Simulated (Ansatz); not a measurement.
This geometry of B$_{2}$H$_{5}$NO (9 atoms, charge 0, multiplicity 1) is a first-order saddle point.

The calculation used RKS PBE0-D4/def2-SVP in Ansatz.

```xyz
9
Properties=species:S:1:pos:R:3
B -0.596 1.562 -0.691
O 0.174 0.646 -0.041
B -0.086 -0.707 0.065
N 0.794 -1.570 0.834
H -0.206 2.706 -0.708
H -1.630 1.222 -1.223
H -1.068 -1.133 -0.507
H 1.750 -1.500 0.477
H 0.867 -1.227 1.794
```

Which two structures does it join? (They come from a converged band through this point; their orientation in space is the band's.)

No bond is made or broken. The dihedral O2–B3–N4–H8 goes from 0 to 180°. The two ends are copies of one structure, up to a mirror image or an exchange of like atoms.

Image 0:

```xyz
9
Properties=species:S:1:pos:R:3
B -0.474 1.535 -0.963
O 0.289 0.656 -0.282
B -0.120 -0.564 0.243
N 0.807 -1.312 0.960
H 0.053 2.551 -1.359
H -1.650 1.304 -1.163
H -1.250 -0.965 0.080
H 1.758 -0.998 1.111
H 0.586 -2.207 1.373
```

Image 8:

```xyz
9
Properties=species:S:1:pos:R:3
B -0.474 1.532 -0.968
O 0.294 0.640 -0.309
B -0.111 -0.580 0.216
N 0.799 -1.297 0.986
H 0.059 2.539 -1.378
H -1.659 1.322 -1.134
H -1.224 -1.010 0.009
H 0.581 -2.190 1.404
H 1.734 -0.956 1.174
```

How far does it lie above each of them?

24.8 kcal/mol above the first and 24.8 kcal/mol above the second. This is the barrier of this one path; another mechanism may lie lower.

Time of the run: 4.6 min on 1 thread of Intel(R) Xeon(R) Platinum 8259CL CPU @ 2.50GHz (Skylake/Cascade Lake), with other jobs on the host, peak memory 0.18 GiB.
